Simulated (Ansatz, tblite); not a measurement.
Removing and adding an electron: Be3O3. The state is a singlet with charge 0. Geometry: r2SCAN-D4/def2-SVP. Ansatz, gas phase; energy differences of separate SCF runs; the oxidised species was run as a doublet alone; the reduced species was run as a doublet alone.

```xyz
6

Be    0.658   -0.839   -0.725
Be   -0.576   -0.397    1.083
Be   -0.082    1.236   -0.359
O    -0.818    1.044    0.901
O     0.716    0.493   -1.347
O     0.102   -1.537    0.446
```

The xTB rows come from tblite. Correlated methods freeze 3 core orbitals. In CCSD on the charge 1 doublet the largest single amplitude is 0.29, so its Hartree–Fock determinant may place the open shell otherwise than the density functionals do. The structure comes from a short search, and lower isomers may exist.

| level | −HOMO (eV) | vertical IE (eV) | −LUMO (eV) | vertical EA (eV) | HOMO–LUMO gap (eV) | IE − EA (eV) | remarks |
| --- | --- | --- | --- | --- | --- | --- | --- |
| GFN1-xTB | 11.43 | 15.19 | 7.62 | 4.25 | 3.81 | 10.94 | – |
| GFN2-xTB | 11.78 | 15.75 | 7.34 | 3.59 | 4.43 | 12.15 | – |
| HF/def2-TZVPP | – | 9.71 | – | – | – | – | – |
| PBE-D4/def2-TZVPD | 7.08 | – | 2.30 | 0.54 | 4.78 | – | HOMO above zero (-1 doublet) |
| r2SCAN-D4/def2-TZVPD | 7.35 | – | 1.76 | 0.37 | 5.59 | – | HOMO above zero (-1 doublet) |
| PBE0-D4/def2-TZVP | 8.53 | 10.78 | 1.47 | – | 7.05 | – | – |
| PBE0-D4/def2-TZVPD | 8.59 | – | 1.52 | 0.33 | 7.06 | – | HOMO above zero (-1 doublet) |
| MP2/def2-TZVPP | – | 11.57 | – | – | – | – | – |
| CCSD/def2-TZVPP | – | 11.09 | – | – | – | – | – |
| CCSD(T)/def2-TZVPP | – | 11.12 | – | – | – | – | – |

Run but left out: PBE-D4/def2-TZVP, r2SCAN-D4/def2-TZVP (charge +1 doublet: an occupied level 0.22 to 0.31 eV above an empty one).   A HOMO above zero means that the electron is unbound at that level or that self-interaction error raises the level; the energy of removing that electron tells which. Raw xTB energy differences between charge states are shifted by several eV; the methods need an empirical correction for them.
